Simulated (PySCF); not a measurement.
# Co⁻ (cobalt, charge -1) across methods

[Ar] 3d8 4s2, high-spin 3F determinant. All numbers are calculated (PySCF 2.14, the non-relativistic Hamiltonian (point nucleus), in aug-cc-pVTZ (8s7p5d3f2g, 93 functions)).

| method | E (hartree) | mean ε 4s α (eV) | mean ε 4s β (eV) | mean ε 3d β (eV) | Σ⟨r²⟩ (bohr²) | ⟨S²⟩ |
| --- | --- | --- | --- | --- | --- | --- |
| PBE | -1382.554 | 0.777 | 1.046 | 2.068 | 65.33 | 2.019 |
| B3LYP | -1382.836 | 0.389 | 0.634 | 0.699 | 65.72 | 2.013 |
| wB97X | -1382.803 | -1.267 | -1.103 | -2.040 | 64.29 | 2.008 |
| r2SCAN | -1382.768 | 0.622 | 0.931 | 1.961 | 64.45 | 2.028 |
| B97-3 | -1382.639 | 0.307 | 0.542 | 0.167 | 69.48 | 2.011 |
| LDA | -1380.234 | 0.669 | 0.934 | 2.069 | 63.61 | 2.020 |
| UHF | -1381.36103 | -1.139 | -0.079 | -5.323 | 82.92 | 2.118 |
| PBE0 | -1382.551 | 0.286 | 0.591 | 0.392 | 66.30 | 2.018 |

Question: Estimate the same row for M06.

Answer: E (hartree) = -1382.736; mean ε 4s α (eV) = 0.074; mean ε 4s β (eV) = 0.606; mean ε 3d β (eV) = 0.561; Σ⟨r²⟩ (bohr²) = 60.81; ⟨S²⟩ = 2.031.

The highest occupied level is positive at PBE, B3LYP, M06, r2SCAN, B97-3, LDA, PBE0: only the finite basis holds that electron, which in a density functional comes from self-interaction.
